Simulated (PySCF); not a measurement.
The multiplicity is imposed and other spin states were not computed.

# [Zn(F)(CH3)] (charge 0, multiplicity 1)

Method: PySCF with TPSSh-D3(BJ)/def2-TZVP // PBE-D3(BJ)/def2-SVP.

```json
{
  "HOMO": "-8.09 eV",
  "dipole_moment": "2.73 D",
  "LUMO": "-0.88 eV",
  "HOMO–LUMO gap": "7.21 eV",
  "charge on the central atom (Mulliken)": "0.57 e",
  "charge on the central atom (meta-Löwdin)": "1.18 e",
  "total_energy": "-1919.2390 Ha",
  "cost": "very roughly 90 core-seconds"
}
```

```xyz
6

Zn    -0.0038     0.0002     0.0046
F      1.1070    -0.0469    -1.3547
C     -1.2187     0.0516     1.4915
H     -2.1106     0.6621     1.2454
H     -0.7279     0.4948     2.3811
H     -1.5578    -0.9706     1.7537
```
Charge 0, spin multiplicity 1.
